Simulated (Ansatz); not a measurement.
Consider the formal exchange of groups at the Si–Al bond: `C[SiH2][AlH][F]` + `NC(=O)C=O` → `C[SiH2]C(N)=O` + `O=[CH][AlH][F]`.

Gas-phase electronic energies from Ansatz, PBE0-D4/def2-TZVP geometries. CCSD(T)/CBS adds triple-zeta CCSD(T) − MP2 to the extrapolated MP2 energy (def2 sets, frozen cores). Functionals use def2-TZVPP. Each species was taken in one conformer, which may not be the lowest.

Q: Is it downhill or uphill in electronic energy at CCSD(T)/CBS, and by how much? (Estimate.)

A: Ansatz gave: Uphill: ΔE = +32.1 kJ/mol.

Q: What do these levels give: BLYP-D4, ωB97M-V, PBE, RPA@PBE/def2-TZVPP, CCSD(T)/def2-TZVPP, SCS-MP2/def2-QZVPP? (Estimate.)

A: Computed: BLYP-D4 24.6, ωB97M-V 27.3, PBE 41.5, RPA@PBE/def2-TZVPP 33.1, CCSD(T)/def2-TZVPP 35.8, SCS-MP2/def2-QZVPP 29.1 kJ/mol.

Q: What do rigid-rotor, harmonic-oscillator terms from PBE0-D4/def2-TZVP frequencies (298.15 K, 1 bar) make of the CCSD(T)/CBS value? (Estimate.)

A: The calculation gave: ΔZPE = -5.3 kJ/mol, ΔH = +28.0 kJ/mol, ΔS = 7 J/(mol·K), ΔG = +26.1 kJ/mol. Modes under 50 cm⁻¹ make the entropy rough.

Largest T1 diagnostic among the species: 0.016.

From BLYP to BHLYP (50 % exact exchange), in def2-TZVPP and without D4, ΔE moves by +9.2 kJ/mol. In def2-TZVPP, CCSD(T) changes the Hartree–Fock value by −3.4 kJ/mol (the triples alone add −0.7 kJ/mol) and MP2 by −7.1 kJ/mol. Leaving LDA and LC-ωPBE aside and taking each functional with its dispersion term where it has one, the values spread over 20.7 kJ/mol, from BLYP-D4 to PBE0-D4. LDA lies +8.0 kJ/mol from PBE without D4.
